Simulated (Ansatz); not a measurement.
`C=[N][InH2]`. Total charge 0; spin multiplicity 1. In takes the def2 core potential. All single points use the PBE0-D4/def2-TZVP geometry.

```xyz
7

C     1.408    0.191    0.132
N     0.458   -0.134    0.892
In   -1.437   -0.231    0.023
H     2.434    0.260    0.529
H     1.326    0.426   -0.947
H    -1.440    0.159   -1.662
H    -2.749   -0.671    1.033
```

Q: What is the dipole moment at B3LYP/def2-TZVPP? (Best estimate.)

A: Computed: 1.38 D, with components (-0.42, 0.23, -1.30) D in this frame, pointing from negative to positive charge.

Q: And with PBE, r2SCAN, ωB97M-V? (Best estimate.)

A: Computed: PBE 1.25 D, r2SCAN 1.33 D, ωB97M-V 1.49 D.

Q: Give the Mulliken charges with B3LYP, ωB97M-V, PBE in def2-TZVPP. (An estimate is asked.)

A: Computed: 
| atom | B3LYP | ωB97M-V | PBE |
| --- | --- | --- | --- |
| C1 | -0.11 | -0.10 | -0.09 |
| N2 | -0.37 | -0.41 | -0.32 |
| In3 | 0.61 | 0.53 | 0.54 |
| H4 | 0.09 | 0.09 | 0.08 |
| H5 | 0.07 | 0.08 | 0.06 |
| H6 | -0.16 | -0.11 | -0.14 |
| H7 | -0.13 | -0.08 | -0.12 |

B3LYP here is the variant with VWN-RPA as its local correlation; programs differ in this.
